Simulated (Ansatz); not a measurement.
Compare A (`NB1OC1F`) with its isomer B (`OC1(F)BN1`).

Program: Ansatz. Geometries: PBE0-D4/def2-TZVP. ΔE: electronic, gas phase. CCSD(T)/CBS adds triple-zeta CCSD(T) − MP2 to the extrapolated MP2 energy (def2 sets, frozen cores). Functionals use def2-TZVPP. B3LYP here is the variant with VWN-RPA as its local correlation; programs differ in this. One conformer a species, not always the lowest.

Which isomer does CCSD(T)/CBS put lower? Give the gap. (An estimate is asked.)

Computed: A, by 173.6 kJ/mol.

Give E(B) − E(A) in kJ/mol with PBE0-D4, B3LYP-D4, ωB97M-V, MP2/def2-TZVPP, HF/def2-TZVPP, LDA (SPW92), CCSD(T)/def2-TZVPP. (Estimate.)

Ansatz gave: PBE0-D4 170.2, B3LYP-D4 177.1, ωB97M-V 172.1, MP2/def2-TZVPP 178.5, HF/def2-TZVPP 178.5, LDA (SPW92) 162.7, CCSD(T)/def2-TZVPP 175.8. None reverses the order clearly.

Does the order hold for the free energy at 298.15 K (harmonic terms from PBE0-D4)? (An estimate is asked.)

Ansatz gave: Yes: G(B) − G(A) = +165.6 kJ/mol, for one conformer each.

Largest T1 diagnostic: 0.014.

Leaving LDA and LC-ωPBE aside and taking each functional with its dispersion term where it has one, the values, not all of them listed here, spread over 10.5 kJ/mol, from PBE0-D4 to B97M-V. LDA lies −9.2 kJ/mol from PBE without D4. At CCSD(T), def2-SVP lies −6.0 kJ/mol from the extrapolated value and def2-TZVPP +2.2 kJ/mol.
